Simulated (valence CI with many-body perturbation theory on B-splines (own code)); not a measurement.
From CI to CI+MBPT in Si⁹⁺

Computed by valence CI with perturbative core correlation (CI+MBPT): three valence electrons over a frozen Dirac-Fock core [He], radial functions for each j: 11 s, 11 p, 9 d, 7 f, 5 g, 2 h, 1 i, with the one-electron correlation potential Σ1 (screened to all orders), the two-electron term Σ2, the three-electron term Σ3, Breit, model QED; selected single and double excitations, second order for the rest, scaled by the run's own slope (own B-spline code, finite nucleus).

No measured spectrum was set against this ion. As an estimate, levels of excited configurations hold to 0.05 to 0.15 % of their energy, terms of the ground configuration to about 0.5 %.

Each rung adds one term. CI alone is the Dirac-Coulomb CI over the frozen core; QED comes last and gives the full result, which names the levels. Energies are above 2s2 2p 2P°_1/2 on the same rung, in eV.

| Level | CI alone | + Σ1 | + Σ2 | + Σ3 | + Breit | Full |
| --- | --- | --- | --- | --- | --- | --- |
| 2s2 2p 2P°_3/2 | 0.92 | 0.92 | 0.92 | 0.92 | 0.86 | 0.87 |
| 2s 2p2 4P_1/2 | 20.10 | 19.97 | 19.96 | 19.97 | 19.99 | 19.95 |
| 2s 2p2 4P_3/2 | 20.43 | 20.30 | 20.28 | 20.29 | 20.29 | 20.25 |
| 2s 2p2 4P_5/2 | 20.93 | 20.80 | 20.79 | 20.80 | 20.73 | 20.70 |
| 2s 2p2 2D_3/2 | 35.97 | 35.84 | 35.79 | 35.77 | 35.74 | 35.70 |
| 2s 2p2 2D_5/2 | 35.98 | 35.86 | 35.80 | 35.78 | 35.74 | 35.70 |
| 2s 2p2 2S_1/2 | 45.81 | 45.70 | 45.67 | 45.63 | 45.65 | 45.61 |
| 2s 2p2 2P_1/2 | 48.83 | 48.71 | 48.46 | 48.42 | 48.43 | 48.38 |
| 2s 2p2 2P_3/2 | 49.38 | 49.25 | 49.00 | 48.96 | 48.92 | 48.88 |
| 2p3 4S°_3/2 | 63.78 | 63.52 | 63.26 | 63.24 | 63.23 | 63.14 |
| 2p3 2D°_3/2 | 71.91 | 71.65 | 71.45 | 71.43 | 71.44 | 71.35 |
| 2p3 2D°_5/2 | 71.96 | 71.70 | 71.51 | 71.48 | 71.44 | 71.35 |
| 2p3 2P°_1/2 | 80.75 | 80.50 | 80.31 | 80.28 | 80.29 | 80.21 |
| 2p3 2P°_3/2 | 80.84 | 80.60 | 80.40 | 80.37 | 80.37 | 80.29 |
| 2s2 3s 2S_1/2 | 225.82 | 226.04 | 226.00 | 225.98 | 225.88 | 225.89 |
| 2s2 3p 2P°_1/2 | 235.83 | 236.03 | 235.98 | 235.96 | 235.87 | 235.88 |
| 2s2 3p 2P°_3/2 | 236.07 | 236.27 | 236.23 | 236.21 | 236.10 | 236.11 |
| 2s2 3d 2D_3/2 | 245.33 | 245.57 | 245.52 | 245.50 | 245.38 | 245.39 |
| 2s2 3d 2D_5/2 | 245.40 | 245.63 | 245.58 | 245.56 | 245.44 | 245.45 |

(1) How does the ionisation energy move along the ladder, and which term matters most?

Answers

(1) CI alone 401.27, + Σ1 401.52, + Σ2 401.47, + Σ3 401.45, + Breit 401.33, + QED 401.34 eV. The largest step is Σ1, 0.25 eV. NIST lists 401.38 eV (semi-empirical).
